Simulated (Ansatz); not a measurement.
C2H9AlOSi, SMILES `C[SiH2][Al]([CH3])[OH]`, 14 atoms. The species carries charge 0 and has multiplicity 1. All runs use 4 threads of an Intel Xeon Platinum 8259CL on a shared host. Correlated methods freeze the cores.

**Question.** Give the basis size and wall time and peak host memory of each of these runs in Ansatz. direct RPA on PBE orbitals/def2-TZVPP energy; RKS PBE-D4/def2-TZVPP energy and forces; RHF-MP2/def2-QZVPP energy; RKS ωB97M-V/def2-QZVPP energy; RHF-CCSD(T)/def2-SVP energy; RKS PBE0-D4/def2-SVP energy; RKS revPBE-D4/def2-TZVPP energy; RKS ωB97M-V/def2-SVP energy; RKS BHLYP-D4/def2-TZVPP energy; RHF-CCSD(T)/def2-TZVPP energy; RKS PBE0-D4/def2-QZVPP energy; RKS ωB97X-V/def2-TZVPP energy. (An estimate is asked.)

**Answer.** The calculation gave: Other jobs shared the machine, so times are rough.

| level | job | functions | wall time | peak host memory (GiB) |
| --- | --- | --- | --- | --- |
| RKS PBE0-D4/def2-SVP | energy | 123 | 1.5 s | 0.65 |
| RKS revPBE-D4/def2-TZVPP | energy | 303 | 3 s | 0.46 |
| RKS PBE-D4/def2-TZVPP | energy and forces | 303 | 4 s | 0.46 |
| RKS BHLYP-D4/def2-TZVPP | energy | 303 | 4.3 s | 0.91 |
| RKS ωB97M-V/def2-SVP | energy | 123 | 4.9 s | 0.65 |
| RHF-CCSD(T)/def2-SVP | energy | 123 | 7.5 s | 0.69 |
| RKS ωB97X-V/def2-TZVPP | energy | 303 | 11 s | 1.1 |
| direct RPA on PBE orbitals/def2-TZVPP | energy | 303 | 14 s | 0.88 |
| RKS PBE0-D4/def2-QZVPP | energy | 581 | 17 s | 2.5 |
| RKS ωB97M-V/def2-QZVPP | energy | 581 | 28 s | 2.8 |
| RHF-MP2/def2-QZVPP | energy | 581 | 43 s | 4.3 |
| RHF-CCSD(T)/def2-TZVPP | energy | 303 | 8.5 min | 3.8 |
